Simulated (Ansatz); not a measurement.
Two isomers of C4H5F3: A = `FC/C=C/C(F)F`, B = `FC1[C@@H](F)C[C@@H]1F`.

Calculated with Ansatz (gas phase, PBE0-D4/def2-TZVP geometries, no zero-point term in ΔE). CBS: MP2 limit from def2 TZ/QZ plus the TZ coupled-cluster correction, frozen cores. DFT in def2-TZVPP. B3LYP here is the variant with VWN-RPA as its local correlation; programs differ in this. One conformer a species, not always the lowest.

A:

```xyz
12

F     1.121    0.055    2.227
C     1.678   -0.126    0.983
C     0.659   -0.074   -0.095
C    -0.634    0.115    0.107
C    -1.636    0.165   -0.991
F    -1.078   -0.111   -2.196
F    -2.609   -0.763   -0.773
H     2.435    0.653    0.832
H     2.189   -1.097    0.976
H     1.039   -0.206   -1.104
H    -1.031    0.251    1.107
H    -2.133    1.139   -1.073
```

B:

```xyz
12

F    -1.480    0.034    1.456
C    -0.879   -0.522    0.348
C    -0.611    0.524   -0.744
C     0.783    0.708   -0.141
F     1.832    0.852   -0.998
C     0.639   -0.656    0.561
F     1.128   -1.670   -0.221
H    -1.408   -1.436    0.077
H    -0.544    0.041   -1.721
H    -1.280    1.381   -0.792
H     0.815    1.517    0.594
H     1.005   -0.774    1.582
```

(1) Which is lower in electronic energy at CCSD(T)/CBS, and by how much? (Best estimate.)

(2) Give E(B) − E(A) in kcal/mol with CCSD(T)/def2-SVP, B3LYP-D4, CCSD(T)/def2-TZVPP, BLYP-D4, B2PLYP, HF/def2-TZVPP, B3LYP. (Estimate.)

(3) Does the order hold for the free energy at 298.15 K (harmonic terms from PBE0-D4)? (An estimate is asked.)

Largest T1 diagnostic: 0.011.

Answers

(1) The calculation gave: A, by 9.7 kcal/mol.

(2) The calculation gave: CCSD(T)/def2-SVP 10.7, B3LYP-D4 12.2, CCSD(T)/def2-TZVPP 9.7, BLYP-D4 13.8, B2PLYP 11.8, HF/def2-TZVPP 13.6, B3LYP 13.0. None reverses the order clearly.

(3) Ansatz gave: Yes: G(B) − G(A) = +11.3 kcal/mol, for one conformer each.

From BLYP to BHLYP (50 % exact exchange), in def2-TZVPP and without D4, E(B) − E(A) moves by −3.2 kcal/mol. At CCSD(T), def2-SVP lies +1.1 kcal/mol from the extrapolated value and def2-TZVPP +0.0 kcal/mol.
